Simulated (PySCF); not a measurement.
PySCF job for C₃H₃N₂, SMILES C1=CN=C[N]1, multiplicity 2, SMD-ωB97X/def2-SVP. Coordinates come from a PBE-D3(BJ)/def2-SVP optimisation. The isomer is the one that the SMILES or the coordinates give; other isomers of the formula were not compared.

```python
import numpy as np
from pyscf import gto, scf, dft
from pyscf.solvent import smd

mol = gto.M(
    atom='''
    C    -0.00000000   -0.74219638   -0.87888037
    C     0.00000000    0.74219674   -0.87888008
    N    -0.00000000    1.17374469    0.37475334
    C     0.00000000   -0.00000022    1.09872034
    N     0.00000000   -1.17374485    0.37475287
    H    -0.00000000   -1.42105682   -1.74614937
    H     0.00000000    1.42105751   -1.74614880
    H     0.00000000   -0.00000044    2.19999535
    ''',
    basis='def2-SVP',
    charge=0,
    spin=1,
    max_memory=1600,
    verbose=3,
)
mf = dft.UKS(mol, xc='wb97x').density_fit(auxbasis='def2-universal-jkfit')
mf.grids.level = 3
mf.conv_tol = 1e-9
mf.max_cycle = 100
mf.kernel()
fine, coarse = mf.grids, dft.Grids(mol).set(level=1).build(with_non0tab=True)
for _ in range(3):  # follow internal instabilities
    mf.grids = coarse
    mo, _, stable, _ = mf.stability(return_status=True, nroots=4)
    mf.grids = fine
    if stable:
        break
    mf.kernel(mf.make_rdm1(mo, mf.mo_occ))
res = {}
for name in ['water', 'chloroform', '1-octanol']:
    s = mf.SMD()
    s.with_solvent.solvent, s.with_solvent.sasa_ng = name, 302
    s.kernel(mf.make_rdm1())
    res[name] = (s.e_tot, s.with_solvent.get_cds(), s.dip_moment(), s.mo_energy, s.converged)
    print(f'SMD {name}: dG(solv) = {(s.e_tot - mf.e_tot) * 627.509474:.3f} kcal/mol, of which CDS {res[name][1] * 627.509474:.3f}')
```

Program output:

```

WARN: HOMO -0.198156427344314 >= LUMO -0.198156427344312

converged SCF energy = -225.327611035766  <S^2> = 0.7751674  2S+1 = 2.025011
<class 'pyscf.df.df_jk.DFUKS'> wavefunction is stable in the internal stability analysis
converged SCF energy = -225.34079946875  <S^2> = 0.77491942  2S+1 = 2.0247661
Dipole moment(X, Y, Z, Debye): -0.00000,  0.00000, -2.35683
SMD water: dG(solv) = -8.276 kcal/mol, of which CDS -0.311
converged SCF energy = -225.339642649467  <S^2> = 0.77494228  2S+1 = 2.0247887
Dipole moment(X, Y, Z, Debye):  0.00000,  0.00000, -2.14662
SMD chloroform: dG(solv) = -7.550 kcal/mol, of which CDS -1.899
converged SCF energy = -225.338345583766  <S^2> = 0.77492219  2S+1 = 2.0247688
Dipole moment(X, Y, Z, Debye): -0.00000,  0.00000, -2.25509
SMD 1-octanol: dG(solv) = -6.736 kcal/mol, of which CDS 0.132
```

The run converged.
